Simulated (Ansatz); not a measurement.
C3H6FNSi (`NC1(F)C=C[SiH2]1`). The species carries charge 0 and has multiplicity 1.

```xyz
12

N     0.325   -1.336    1.116
C    -0.217   -0.139    0.621
F    -1.083    0.473    1.562
C    -0.940   -0.284   -0.699
C    -0.307    0.480   -1.601
Si    0.909    1.092   -0.341
H    -0.388   -2.017    1.350
H     0.926   -1.191    1.915
H    -1.818   -0.916   -0.841
H    -0.557    0.576   -2.650
H     0.803    2.517    0.070
H     2.347    0.745   -0.502
```

(1) Give the diagnostics of a CCSD(T)/def2-TZVPP run (frozen core, Ansatz 0.2.0). (An estimate is asked.)

Answers

(1) The calculation gave: T1 = 0.0125, largest single amplitude 0.012, largest double 0.068, (T) share of the correlation energy 4.1 %, 10 CCSD cycles. The RHF solution is stable towards an unrestricted one. T1 lies under the customary mark of 0.02 for closed shells.
